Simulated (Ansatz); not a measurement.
Hg3Te3 (the lowest singlet isomer of a short search) was relaxed with B3LYP-D4 (def2-SVP, def2-SVPD) in Ansatz in these states: charge -1 doublet, neutral singlet. The geometries follow in no particular order.

In the def2 sets Hg, Te take a core potential; there is no spin–orbit coupling.

A:

```xyz
6

Hg    0.333   -1.107   -2.236
Hg   -0.361   -1.083    1.652
Hg    0.085    1.996    0.195
Te   -0.191   -3.167    0.001
Te   -0.420    1.394    2.817
Te    0.553    1.966   -2.429
```

B:

```xyz
6

Hg    1.7061    0.0941   -1.0377
Hg    0.0452   -0.0168    1.9984
Hg   -1.7513   -0.0768   -0.9608
Te    2.7216    0.1194    1.4932
Te   -2.6514   -0.1462    1.6126
Te   -0.0703    0.0262   -3.1057
```

**Question.** Judge from the bond lengths which geometry belongs to which state (an estimate).

**Answer.** A is the charge -1 doublet (Hg1–Te6 3.086 Å, Hg1–Te4 3.086 Å, Hg3–Te6 2.665 Å); B is the neutral singlet (Hg1–Te6 2.727 Å, Hg1–Te4 2.727 Å, Hg3–Te6 2.727 Å).

These are the stationary points nearest to one start from a short search; other shapes may lie lower in each state.
